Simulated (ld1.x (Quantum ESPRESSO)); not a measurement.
Pd: one change to a TM potential, before and after

| Property | Result |
| --- | --- |
| Element | palladium (Pd) |
| Generator | ld1.x (Quantum ESPRESSO) 7.5 |
| Type | norm-conserving Troullier–Martins (Kleinman–Bylander form) |
| Functional | PBEsol |
| Relativity | scalar-relativistic |
| Frozen core | [Ar] 3d10 |
| Valence charge | 18 |
| Reference configuration | 4s2 4p6 4d10 5s0 |
| Partial waves | 4s (bound): rc 1.60 bohr; 4p (bound): rc 1.70 bohr; 4d (bound): rc 1.40 bohr |
| Local potential | all-electron potential smoothed inside 1.70 bohr (lloc = -1) |
| Core correction | Bessel-smoothed model core, default radius (core density twice the valence density) |

Change: all radii but the core radius scaled by about 1.36 (s 2.18, p 2.32, d 1.90 bohr); local potential all-electron potential smoothed inside 2.32 bohr (lloc = -1).

Cutoffs: the cutoffs (Ry, on a coarse ladder) from which the occupation-weighted sum of valence levels, in a spherical-Bessel basis at the reference potential, stays within 10 and 1 mRy of its value at 400 Ry; they do not see the model core or the augmentation charge, which bear on the density cutoff. Errors are all-electron minus pseudo energies relative to the spin-unpolarised reference configuration.

**Question.** Predict the effect on cutoff, ghosts and configuration errors.

**Answer.** The potential gets softer (70 Ry and 100 Ry → 55 Ry and 80 Ry); of the 7 tests that both files solve, the error grows in 5 and shrinks in 2 by more than 15 % and 0.3 meV (median size 21.4 → 125.9 meV); neither file shows a bound ghost. A larger radius leaves more room for a smooth pseudo-wave, so fewer plane waves are needed.

| quantity | base | changed |
| --- | --- | --- |
| cutoff, loose | 70 Ry | 55 Ry |
| cutoff, tight | 100 Ry | 80 Ry |
| loose cutoff by channel (10 mRy a level) | s 35 Ry, p 30 Ry, d 50 Ry | s 18 Ry, p 30 Ry, d 45 Ry |
| bound ghosts | none | none |
| error for 4s2 4p6 4d9 5s0, meV [ΔE 9.12 eV] | -1.3 | -12 |
| error for 4s2 4p6 4d8 5s0, meV [ΔE 29.94 eV] | -8.6 | -71 |
| error for 4s2 4p6 4d7 5s0, meV [ΔE 64.29 eV] | -21 | -188 |
| error for 4s2 4p6 4d9.5 5s0, meV [ΔE 3.24 eV] | -0.1 | -2.3 |
| error for 4s1 4p6 4d10 5s0, meV [ΔE 91.49 eV] | -298 | -768 |
| error for 4s2 4p6 4d9 5s1, meV [ΔE 1.51 eV] | -702 | -126 |
| error for 4s2 4p6 4d8 5s1, meV [ΔE 13.66 eV] | -1125 | -198 |
